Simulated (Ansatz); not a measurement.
Consider the ligand exchange at the Sn–N bond: `[SiH3][NH][SnH3]` + `O[SiH2][SiH3]` → `[SiH3][SiH2][O][SnH3]` + `N[SiH3]`.

Computed with Ansatz on PBE0-D4/def2-TZVP structures; ΔE is electronic, products minus reactants. CBS: MP2 limit from def2 TZ/QZ plus the TZ coupled-cluster correction, frozen cores. This one scheme is used for every species. DFT in def2-TZVPP. B3LYP here is the variant with VWN-RPA as its local correlation; programs differ in this. Elements past krypton have def2 core potentials. For Sn outer-core shells are correlated without core-valence functions, which leaves a few kJ/mol of doubt a bond. Each species was taken in one conformer, which may not be the lowest.

| level | ΔE (kcal/mol) | difference from CCSD(T)/CBS |
| --- | --- | --- |
| PBE-D4 | -7.4 | 0.5 |
| r2SCAN-D4 | -8.3 | -0.4 |
| ωB97X-V | -8.3 | -0.4 |
| ωB97M-V | -7.9 | 0.0 |
| B2PLYP | -8.6 | -0.7 |
| PBE | -7.5 | 0.4 |
| r2SCAN | -8.3 | -0.4 |
| PBE0 | -7.5 | 0.4 |
| B3LYP | -8.9 | -1.0 |
| HF/def2-TZVPP | -9.9 | -2.0 |
| SCS-MP2/def2-TZVPP | -8.0 | -0.1 |
| CCSD/def2-TZVPP | -7.7 | 0.2 |
| MP2/def2-QZVPP | -7.6 | 0.3 |
| SCS-MP2/def2-QZVPP | -8.3 | -0.4 |
| MP2/CBS(def2) | -7.6 | 0.3 |
| CCSD/CBS(def2) | -8.1 | -0.2 |
| CCSD(T)/CBS | -7.9 | 0 |

Largest T1 diagnostic among the species: 0.014.

In def2-TZVPP, CCSD(T) changes the Hartree–Fock value by +2.4 kcal/mol (the triples alone add +0.2 kcal/mol) and MP2 by +2.6 kcal/mol.
